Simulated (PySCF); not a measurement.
In(Br)(OH)2 (BrH2InO2), SMILES [OH][In]([OH])[Br].

Geometry: B3LYP-D3(BJ)/def2-SVP. The structure was generated by enumeration; whether it is a known compound was not checked. The def2 effective core potentials stand for the cores of In; spin–orbit coupling is left out. The values are those of a single conformer.

These are PBE0/def2-TZVP run with PySCF values and carry that method's errors.

The molecule is in vacuum.

```
Property                                                                                                        Value
---------------------------------------------------------------------------------------------  ----------------------
total energy                                                                                      -2915.64008 hartree
point group                                                                                                        Cs
highest occupied level                                                                                       -8.56 eV
lowest empty level                                                                                           -2.51 eV
orbital gap                                                                                                   6.05 eV
dipole moment                                                                                                  1.48 D
quadrupole, principal values (traceless, Buckingham form, about the centre of nuclear charge)   -6.66, 2.06, 4.60 D·Å
mean static polarisability                                                                       61.3 bohr³ (9.09 Å³)
polarisability, principal values                                                               43.1, 61.2, 79.7 bohr³
```
